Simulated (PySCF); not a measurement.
Exercise with solution: chemical shift, span and skew from a shielding tensor

C₃HCl₂F, SMILES FC=C=C(Cl)Cl. Atoms are numbered in the order given.

```xyz
7

F     -3.0793    -0.4840     0.0000
C     -2.1588     0.4715     0.0000
C     -0.8715     0.2367     0.0000
C      0.4240     0.0689     0.0000
Cl     1.3513    -0.0525    -1.4516
Cl     1.3513    -0.0525     1.4516
H     -2.5918     1.4786     0.0000
```

Coordinates come from a PBE0-D3(BJ)/def2-SVP optimisation.

GIAO shieldings from HF/pcSseg-1 (PySCF), non-relativistic, no solvent. The symmetric part of the tensor of C4 has the principal values -5.1, 107.0, 120.6 ppm. The same nucleus in TMS has σ = 192.6 ppm at this level (PySCF, at its B3LYP-D3(BJ)/def2-TZVP geometry). Without spin–orbit terms, shifts of atoms bonded to Cl or Br come out too high.

Problem. Work out the isotropic shielding, the ¹³C shift against TMS, the span and the skew.

Solution. 
σ(iso) = (σ11 + σ22 + σ33)/3 = 74.2 ppm. δ = σ(ref) − σ(iso) = 192.6 − (74.2) = 118.4 ppm.
Span Ω = σ33 − σ11 = 125.7 ppm. Skew κ = 3(σ(iso) − σ22)/Ω = -0.78. Tumbling in solution averages the tensor to δ; in a static solid the shielding alone would spread this spin-1/2 line over Ω.
